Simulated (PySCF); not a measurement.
Xenon: a sound run and one with changed settings

Sound run: Xe⁺ [Kr] 4d10 5s2 5p5, Xe²⁺ [Kr] 4d10 5s2 5p4. Computed with PySCF 2.14 in def2-TZVP with the def2 core potential (28 electrons), with a scalar-relativistic core potential. The sound run starts from symmetry-adapted Hartree-Fock orbitals and uses a fine grid where one is needed.

A second run was set up differently.

| species | method | sound run (hartree) | changed run (hartree) | converged |
| --- | --- | --- | --- | --- |
| Xe⁺ | UHF | -327.87704 | -327.87704 | yes |
| Xe⁺ | r2SCAN | -329.03036 | -329.03061 | yes |
| Xe⁺ | MN15 | -328.10949 | -328.10950 | yes |
| Xe²⁺ | UHF | -327.13922 | -327.13922 | yes |
| Xe²⁺ | r2SCAN | -328.25425 | -328.25539 | yes |
| Xe²⁺ | MN15 | -327.34158 | -327.34142 | yes |

Ionisation energy of Xe⁺:

```
method  sound run (eV)  changed run (eV)
   UHF          20.077            20.077
r2SCAN          21.119            21.095
  MN15          20.896            20.900
```

(1) What was changed?
A. a valence shell is frozen
B. too few SCF iterations
C. angular grid far too coarse
D. minimal basis

## Answers

(1) C. It used 26 angular points. A coarse angular grid integrates products of high-l functions wrongly, so density functionals can shift, and the SCF can exploit the error; Hartree-Fock and MP2 need no grid.
